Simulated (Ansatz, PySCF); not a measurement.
This PySCF input computes a CCSD(T)/cc-pVDZ energy:

```python
from pyscf import gto, scf, mp, cc as ccmod

mol = gto.M(
    atom='''
    B     1.26725708    0.27969109   -0.18452685
    O     0.18620649   -0.31298018    0.34388785
    C    -1.14107296   -0.01623305   -0.08071731
    H     2.32887472   -0.04717962    0.24888937
    H     1.14511415    1.09809773   -1.05251341
    H    -1.60287980   -0.93359745   -0.44632455
    H    -1.70761688    0.34779018    0.77660802
    H    -1.14299177    0.73767341   -0.87082415
    ''',
    basis='cc-pvdz',
    charge=0,
    spin=0,
    verbose=4,
)

mf = scf.RHF(mol)
mf.conv_tol = 1e-10
mf.max_cycle = 100
mf.kernel()
mp2 = mp.MP2(mf, frozen=3).run()
cc = ccmod.CCSD(mf, frozen=3)
cc.max_cycle = 100
cc.kernel()
et = cc.ccsd_t()
print(f'E(CCSD(T)) = {cc.e_tot + et:.9f}')
```

Q: Write an input for the same energy in Ansatz (a first-principles code) and say what it gives.

A: 
Ansatz 0.2 input:
```yaml
crystal:
  periodic: [false, false, false]
  atoms:
    - {symbol: B, position_ang: [1.26725708, 0.27969109, -0.18452685]}
    - {symbol: O, position_ang: [0.18620649, -0.31298018, 0.34388785]}
    - {symbol: C, position_ang: [-1.14107296, -0.01623305, -0.08071731]}
    - {symbol: H, position_ang: [2.32887472, -0.04717962, 0.24888937]}
    - {symbol: H, position_ang: [1.14511415, 1.09809773, -1.05251341]}
    - {symbol: H, position_ang: [-1.60287980, -0.93359745, -0.44632455]}
    - {symbol: H, position_ang: [-1.70761688, 0.34779018, 0.77660802]}
    - {symbol: H, position_ang: [-1.14299177, 0.73767341, -0.87082415]}
basis:
  gaussian:
    orbitals: cc-pVDZ
magnetization: {spin_polarized: false}
correlation: {method: ccsd_t, electrons: outside_noble_gas}
```
It gives -140.81982 Eh, and PySCF -140.81982 Eh, a difference of 0.00 mEh.
